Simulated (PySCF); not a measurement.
r2SCAN on Te²⁺ (tellurium, charge +2)

Configuration: [Kr] 4d10 5s2 5p2, high-spin 3P determinant. All numbers are calculated (PySCF 2.14, a scalar-relativistic core potential, in def2-QZVPPD with the def2 core potential (28 electrons)).

```
Total energy                                                  : -267.0697 hartree
One-electron energy                                           : -450.3970 hartree
Hartree (Coulomb) energy                                      : 203.6239 hartree
Exchange-correlation energy                                   : -20.2966 hartree
⟨S²⟩                                                          : 2.0037
⟨L²⟩                                                          : 2.012
Sum of ⟨r⟩                                                    : 24.94 bohr
Sum of ⟨r²⟩                                                   : 37.88 bohr²
Traceless quadrupole moment −½Σ⟨3z² − r²⟩ along its main axis : 2.36 e·bohr²
```

| shell | electrons | mean orbital energy (hartree) | spread (hartree) | rms radius, mean of both spins (bohr) |
| --- | --- | --- | --- | --- |
| 4s α | 1 | -6.94218 | 0 | 0.819 |
| 4s β | 1 | -6.93596 | 0 | 0.819 |
| 4p α | 3 | -5.06882 | 0.01851 | 0.882 |
| 4p β | 3 | -5.06327 | 0.02441 | 0.882 |
| 4d α | 5 | -2.26797 | 0.01817 | 1.04 |
| 4d β | 5 | -2.25764 | 0.02727 | 1.04 |
| 5s α | 1 | -1.25289 | 0 | 2.09 |
| 5s β | 1 | -1.17181 | 0 | 2.09 |
| 5p α | 2 | -0.86108 | 0 | 2.47 |

Energies and moments cover only the electrons outside the core potential.
